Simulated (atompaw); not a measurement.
# PBE PAW (atompaw) dataset for niobium, scalar-relativistic all-electron reference.

atompaw 4.2.0.5 was run on this input:

```
Nb 41
GGA-PBE scalarrelativistic loggrid 1500 logderivrange -6 5 276
5 5 4 0 0 0
5 0 1
5 1 0
4 2 4
0 0 0
c
c
c
v
v
c
c
v
v
c
v
2
2.55 2.00 1.75 1.65
n
n
y
3.6
n
custom polynom vanderbiltortho sinc
3 1 troulliermartins
2.10
2.55
1.60
2.55
2.55
1.85
PWSCFOUT
UPFDX 0.0125d0 UPFXMIN -7.d0 UPFZMESH 41.d0
END
```

Command:

```bash
atompaw < Nb.input > Nb.log
```

Output (summary file):

```
Completed calculations for Nb (AE)

 Exchange-correlation type: GGA, Perdew-Burke-Ernzerhof

 Radial integration grid is logarithmic
 r0 =   2.0915511E-04 h =   8.5753594E-03   n =      1500 rmax =   8.0000000E+01

 Scalar relativistic calculation

 AEatom converged in  33 iterations
   nz     =  41.00
   delta  =       4.879834127461E-16

 All Electron Orbital energies:
  n  l      occupancy      energy
  1  0      2.0000000E+00 -1.3824058E+03
  2  0      2.0000000E+00 -1.9336355E+02
  3  0      2.0000000E+00 -3.2262454E+01
  4  0      2.0000000E+00 -4.2918744E+00
  5  0      1.0000000E+00 -2.9267998E-01
  2  1      6.0000000E+00 -1.7265383E+02
  3  1      6.0000000E+00 -2.5492400E+01
  4  1      6.0000000E+00 -2.5372551E+00
  5  1      0.0000000E+00 -8.1638024E-02
  3  2      1.0000000E+01 -1.4427118E+01
  4  2      4.0000000E+00 -2.2346236E-01

 Total energy
   Total                    :    -7639.22426351919512

 ---
 Completed calculations for Nb (SC)

 Exchange-correlation type: GGA, Perdew-Burke-Ernzerhof

 Radial integration grid is logarithmic
 r0 =   2.0915511E-04 h =   8.5753594E-03   n =      1500 rmax =   8.0000000E+01

 Scalar relativistic calculation

 SCatom converged in   1 iterations
   nz     =  41.00
   delta  =       8.328293742848E-17

 Valence Electron Orbital energies:
  n  l      occupancy      energy
   4  0      2.0000000E+00 -4.2918744E+00
   5  0      1.0000000E+00 -2.9267998E-01
   4  1      6.0000000E+00 -2.5372551E+00
   5  1      0.0000000E+00 -8.1638025E-02
   4  2      4.0000000E+00 -2.2346236E-01

 Total energy
   Total                    :    -7639.22426352584534
   Valence                  :     -333.51679623576717

 PAW parameters:
       lmax =            2
         rc =    2.5682602062665714
        irc =         1099
   rc_shape =    2.0027481090812933
    rc_vloc =    1.7609889694337393
    rc_core =    1.6583791375519823
   Vloc: Norm-conserving Troullier-Martins with l= 3;e=   1.0000E+00
   Projector type: polynomial pseudization + Vanderbilt ortho.
   Sinc^2 compensation charge shape zeroed at   2.0027E+00

 Number of basis functions     6
 No.   n  nodes  l      Energy         Cp coeff         Occ
  1    4    3    0   -0.4291874E+01  0.1671273E+00  0.2000000E+01
  2    5    4    0   -0.2926800E+00  0.7464224E+01  0.1000000E+01
  3    4    2    1   -0.2537255E+01  0.2916519E+00  0.6000000E+01
  4    5    3    1   -0.8163802E-01  0.3945473E+02  0.0000000E+00
  5    4    1    2   -0.2234624E+00 -0.4555108E+02  0.4000000E+01
  6  999    2    2    0.3600000E+01  0.3018306E+01  0.0000000E+00

 Eigenvalues of overlap operator (in the basis of projectors):
    1        5.60448316E-01
    2        5.83968011E-01
    3        2.76854215E+00
    4        1.06182014E+02
    5        3.22245410E+03
    6        3.93561877E+07

 Orbital leakage outside PAW augmentation regions
   orb  is_core?  %out_of_sphere
   1 0    T           0.00
   2 0    T           0.00
   3 0    T           0.00
   4 0    F           0.43
   5 0    F          80.81
   2 1    T           0.00
   3 1    T           0.00
   4 1    F           1.74
   5 1    F          94.92
   3 2    T           0.00
   4 2    F          29.37

 Summary of PAW energies
   Total valence energy     :   -333.51679564905481
   Smooth energy            :     -0.64890317533242
   One center               :   -332.86789247372241
   Smooth kinetic           :     32.81614187693548
   Vloc energy              :    -33.50689361432727
   Smooth exch-corr         :    -13.13124401793317
   One-center xc            :   -224.20007424343515
```

Note: ghost state, extra bound levels that the all-electron valence spectrum of the same l lacks: d at -17.8 eV. A true bound ghost makes a file unfit for plane-wave use.

The run took about 9 s on one core of a shared server CPU.
